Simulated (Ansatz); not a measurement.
CH7NOSi2 can be A, `OC1[SiH2]N[SiH2]1`, or B, `N=C([SiH3])O[SiH3]`.

Calculated with Ansatz (gas phase, PBE0-D4/def2-TZVP geometries, no zero-point term in ΔE). CCSD(T)/CBS adds triple-zeta CCSD(T) − MP2 to the extrapolated MP2 energy (def2 sets, frozen cores). Functionals use def2-TZVPP. B3LYP here is the variant with VWN-RPA as its local correlation; programs differ in this. Each species was taken in one conformer, which may not be the lowest.

Which is lower in electronic energy at CCSD(T)/CBS, and by how much? (Estimate.)

The calculation gave: A, by 39.3 kJ/mol.

Give E(B) − E(A) in kJ/mol with HF/def2-TZVPP, CCSD(T)/def2-TZVPP, MP2/def2-TZVPP, B3LYP-D4, B3LYP, r2SCAN-D4, B2PLYP. (Estimate.)

Computed: HF/def2-TZVPP 8.5, CCSD(T)/def2-TZVPP 28.4, MP2/def2-TZVPP 39.7, B3LYP-D4 20.8, B3LYP 16.8, r2SCAN-D4 32.7, B2PLYP 22.9. None reverses the order clearly.

Largest T1 diagnostic: 0.014.

From PBE to PBE0 (25 % exact exchange), in def2-TZVPP and without D4, E(B) − E(A) moves by +14.2 kJ/mol. The D4 term adds +4.0 kJ/mol with B3LYP and +1.9 kJ/mol with PBE0; it sums over pairs of atoms, weighted by their polarisabilities, and B3LYP, whose exchange is more repulsive, gets the larger term.
